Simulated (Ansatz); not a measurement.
`[NH2][Ga]([F])[Cl]` + NH₃ → `[NH2][Ga]([NH2])[F]` + HCl at 600 K and 1 bar (ligand exchange at a Ga–Cl bond).

Program: Ansatz. Geometries: PBE0-D4/def2-TZVP. ΔE: electronic, gas phase. CCSD(T)/CBS is the MP2 limit (def2-TZVPP, def2-QZVPP) plus CCSD(T) − MP2 in def2-TZVPP, frozen cores. This one scheme is used for every species. For Ga outer-core shells are correlated without core-valence functions, which leaves a few kJ/mol of doubt a bond. Scalar relativity is left out up to krypton. Each species was taken in one conformer, which may not be the lowest.

```tsv
species	CCSD(T)/CBS energy (Eh)	H − E (kJ/mol)	S (J/(mol·K))
`[NH2][Ga]([F])[Cl]`	-2539.54166	123.4	402.9
NH₃	-56.50880	112.4	219.5
`[NH2][Ga]([NH2])[F]`	-2135.64030	194.4	410.6
HCl	-460.38127	35.4	207.2
```

H − E and S are ideal-gas, rigid-rotor, harmonic terms from PBE0-D4/def2-TZVP, for one conformer and one mirror image of each species. 1 Eh = 2625.50 kJ/mol, R = 8.31446 J/(mol·K).

Problem. By hand: ΔE, ΔH, ΔS and ΔG.

Solution. ΔE = (-2135.64030) + (-460.38127) − (-2539.54166) − (-56.50880) = 0.02889 Eh = 75.9 kJ/mol. Δ(H − E) = 194.4 + 35.4 − 123.4 − 112.4 = -6.0, so ΔH = 69.9 kJ/mol. ΔS = 410.6 + 207.2 − 402.9 − 219.5 = -4.6 J/(mol·K). ΔG = 69.9 − 600 × (-4.6)/1000 = 72.7 kJ/mol.

Problem. By hand: the equilibrium constant, and the temperature at which ΔG would vanish if ΔH and ΔS stayed fixed.

Solution. log₁₀ K = −ΔG/(RT ln 10) = -6.3. ΔH and −TΔS have one sign here, so there is no such temperature.

The number of gas molecules stays the same, so ΔS is small and ΔH decides. A doubt of 5 kJ/mol in ΔE shifts log₁₀ K by 0.4 here. Other conformers and mirror images would add mixing entropy, several J/(mol·K) or more a flexible species. These are equilibria of isolated gas molecules and say nothing of rates. Largest T1 diagnostic: 0.013 (customary marks: 0.02 for closed shells, 0.045 for open ones).

ΔS is within the doubt of such terms, so its sign, and with it that verdict, could turn.
